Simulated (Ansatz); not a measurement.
PBE exchange is replaced step by step with exact exchange (0 % is PBE, 25 % PBE0; no dispersion term), basis def2-TZVP, Ansatz. System: Li₄. Total charge 0; singlet. Geometry: PBE/def2-TZVP.

Geometry of the singlet:

```xyz
4

Li    0.593    1.847    1.962
Li   -0.591   -1.854   -1.955
Li   -1.293    0.166    0.234
Li    1.292   -0.158   -0.241
```

The restricted singlet is unstable towards broken spin symmetry at other levels; at PBE with 5 % exact exchange/def2-TZVP, PBE with 10 % exact exchange/def2-TZVP, PBE with 15 % exact exchange/def2-TZVP, PBE with 35 % exact exchange/def2-TZVP and others this wasn't settled. At PBE0/def2-TZVP the restricted singlet is unstable: a solution with broken spin symmetry lies lower. The structure comes from a short search, and lower isomers may exist.

```csv
exact exchange (%),HOMO (eV),LUMO (eV),gap (eV)
0,-2.85,-2.01,0.84
5,-2.95,-1.91,1.04
10,-3.04,-1.80,1.24
15,-3.14,-1.70,1.44
25,-3.34,-1.49,1.84
35,-3.53,-1.29,2.24
50,-3.84,-1.00,2.84
```
